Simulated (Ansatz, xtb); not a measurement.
Two isomers of C2H6ClNSi2

Structure X is `C#C[SiH2]N[SiH2]Cl`, a singlet and structure Y is `C#C[Si@@H](Cl)N[SiH3]`, a singlet. Both are isolated molecules in the gas phase, relaxed with B3LYP-D3(BJ)/def2-SVP; each stands in its lowest conformer found.

Q: Estimate which is lower in electronic energy at CCSD(T)/def2-SVP + ΔMP2/def2-TZVPP, and by roughly how much.

A: Too close to call at this level: CCSD(T)/def2-SVP + ΔMP2/def2-TZVPP gives E(Y) − E(X) = +0.20 kcal/mol.

How the difference moves with the method:

| level | geometry | E(Y) − E(X) (kcal/mol) | departure from the last row (kcal/mol) | job, with rough time for the two |
| --- | --- | --- | --- | --- |
| B3LYP-D3(BJ)/def2-SVP | B3LYP-D3(BJ)/def2-SVP | −0.26 | −0.46 | optimisation, 2.8 min |
| HF/def2-SVP | B3LYP-D3(BJ)/def2-SVP | +0.60 | +0.39 | part of the CCSD(T) run |
| MP2/def2-SVP | B3LYP-D3(BJ)/def2-SVP | −0.46 | −0.66 | part of the CCSD(T) run |
| CCSD(T)/def2-SVP | B3LYP-D3(BJ)/def2-SVP | −0.26 | −0.46 | single point |
| CCSD(T)/def2-SVP + ΔMP2/def2-TZVPP | B3LYP-D3(BJ)/def2-SVP | +0.20 |  | single point, 65 s |

As drawn, both hold the same kinds of bond in the same numbers.

The largest departure from CCSD(T)/def2-SVP + ΔMP2/def2-TZVPP is that of MP2/def2-SVP, 0.66 kcal/mol. Levels run at GFN2-xTB geometries aren't shown. The last row adds to CCSD(T) the change of the MP2 difference between the two basis sets, here +0.46 kcal/mol.

With thermal terms from frequencies at re-optimised GFN2-xTB minima (ideal gas, soft modes damped towards free rotors, one conformer each, 298.15 K, 1 atm): the zero-point term adds −0.12 kcal/mol; ΔH is +0.27 and ΔG −0.25 kcal/mol.

The correlated steps freeze 18 core orbitals. Mirror images aren't counted in ΔG. Programs: Ansatz 0.2.0, xtb 6.7.1; the last row on 2 threads of Arm Neoverse V2 on a shared host.
